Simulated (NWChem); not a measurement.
isocyanic acid (CHNO); SMILES N=C=O

```xyz
4

N      0.1655     1.1780     0.0000
C     -0.0132    -0.0279     0.0000
O     -0.0298    -1.2024     0.0000
H     -0.5663     1.8721     0.0000
```
Atoms are numbered in this order, from 1.

Computed with NWChem. Pople sets run with spherical d functions. All runs use the structure optimised with B3LYP/6-31G* (spherical d). B3LYP is NWChem's, with the RPA form of VWN correlation. GIAO values for the isolated, static molecule; σ is the absolute isotropic shielding, δ = σ(reference) − σ with the isolated reference molecule computed at the same levels (13C: tetramethylsilane, 1H: tetramethylsilane, 15N: ammonia, 17O: water).

For level PBE0/pcSseg-1:

```yaml
"δ N1 (ppm)": 40.9
"δ C2 (ppm)": 140.3
"δ O3 (ppm)": 166.0
"δ H4 (ppm)": 2.89
```

### Question
Estimate the same quantities for level B3LYP/6-311G**.

### Answer
The δ N1 (ppm) comes out as 43.4 and the δ C2 (ppm) is 136.9. The δ O3 (ppm) comes out as 171.0 and the δ H4 (ppm) is 2.61.
